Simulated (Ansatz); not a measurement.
Consider the substitution at a C–B bond: `CB[SiH2]O` + `O[Si]1(F)CO1` → `CO[Si]1(F)CO1` + `B[SiH2]O`.

Isolated molecules relaxed with PBE0-D4/def2-TZVP in Ansatz; ΔE leaves out vibrations. CCSD(T)/CBS is the MP2 limit (def2-TZVPP, def2-QZVPP) plus CCSD(T) − MP2 in def2-TZVPP, frozen cores. DFT in def2-TZVPP. B3LYP here is the variant with VWN-RPA as its local correlation; programs differ in this. One conformer a species, not always the lowest.

(1) Is it downhill or uphill in electronic energy at CCSD(T)/CBS, and by how much? (Best estimate.)

(2) What do these levels give: PBE0-D4, B3LYP-D4, ωB97M-V, r2SCAN, B3LYP, MP2/def2-TZVPP, CCSD/def2-TZVPP, MP2/def2-QZVPP, SCS-MP2/def2-QZVPP, HF/CBS(def2), MP2/CBS(def2), CCSD/CBS(def2)? (Estimate.)

Largest T1 diagnostic among the species: 0.013.

Results:

(1) Computed: Uphill: ΔE = +1.14 eV.

(2) Computed: PBE0-D4 1.17, B3LYP-D4 1.08, ωB97M-V 1.14, r2SCAN 1.18, B3LYP 1.08, MP2/def2-TZVPP 1.18, CCSD/def2-TZVPP 1.10, MP2/def2-QZVPP 1.20, SCS-MP2/def2-QZVPP 1.10, HF/CBS(def2) 0.93, MP2/CBS(def2) 1.21, CCSD/CBS(def2) 1.12 eV.

In def2-TZVPP, CCSD(T) changes the Hartree–Fock value by +0.18 eV (the triples alone add +0.02 eV) and MP2 by +0.25 eV.
